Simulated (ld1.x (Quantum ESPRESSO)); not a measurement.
# Before and after: RRKJ potential for Ge

Ge (Z = 32), norm-conserving RRKJ (Kleinman–Bylander form), made with ld1.x (Quantum ESPRESSO) 7.5 (PBEsol, scalar-relativistic). Core [Ar], reference 3d10 4s2 4p0 (charge +2). Waves: 4p (bound, empty): rc 1.35 bohr; 3d (bound): rc 1.25 bohr; 4s (bound): rc 1.30 bohr. Local part: the s channel. Core correction: Bessel-smoothed model core inside 0.85 bohr. rho0 = 0.001.

Change: wave 4s (bound): rc 1.30 bohr becomes 4s (bound): rc 1.00 bohr.

Cutoffs: the cutoffs (Ry, on a coarse ladder) from which the occupation-weighted sum of valence levels, in a spherical-Bessel basis at the reference potential, stays within 10 and 1 mRy of its value at 400 Ry; they do not see the model core or the augmentation charge, which bear on the density cutoff. Errors are all-electron minus pseudo energies relative to the spin-unpolarised reference configuration.

Q: What does the change do?

A: The bound ghosts move from p to p, s; of the 7 tests that both files solve, the error grows in 6 and shrinks in 1 by more than 15 % and 0.3 meV (median size 4.5 → 47.9 meV); the range in which the s phases agree narrows (upper end -0.6 → -1.9).

| quantity | base | changed |
| --- | --- | --- |
| cutoff, loose | 160 Ry | 230 Ry |
| cutoff, tight | 230 Ry | over 300 Ry |
| loose cutoff by channel (10 mRy a level) | d 110 Ry, s 40 Ry | d 110 Ry, s 200 Ry |
| bound ghosts | p | p, s (extra level of the local part) |
| error for 3d10 4s2 4p2, meV [ΔE -22.90 eV] | -2.8 | +3.5 |
| error for 3d10 4s2 4p1, meV [ΔE -15.45 eV] | +1.5 | +4.7 |
| error for 3d10 4s1 4p0, meV [ΔE 34.79 eV] | -5.3 | +72 |
| error for 3d10 4s1 4p3, meV [ΔE -14.92 eV] | -4.8 | -48 |
| error for 3d10 4s0 4p4, meV [ΔE -6.69 eV] | -4.1 | -130 |
| error for 3d10 4s0 4p0, meV [ΔE 80.92 eV] | -49 | -153 |
| error for 3d10 4s2 4p2.3, meV [ΔE -23.78 eV] | -4.5 | +1.8 |
| s: phases at 1.50 bohr within 0.05 rad from the reference energy up to (Ry; the scan ends near 5) | -0.6 | -1.9 |
| p: phases at 1.50 bohr within 0.05 rad from the reference energy up to (Ry; the scan ends near 5) | 0.1 | 0.1 |
| d: phases at 1.50 bohr within 0.05 rad from the reference energy up to (Ry; the scan ends near 5) | -1.6 | -0.8 |

 A true bound ghost makes a file unfit for plane-wave use even where its test errors are small: the radial tests pick states by their node count and pass the ghost by.
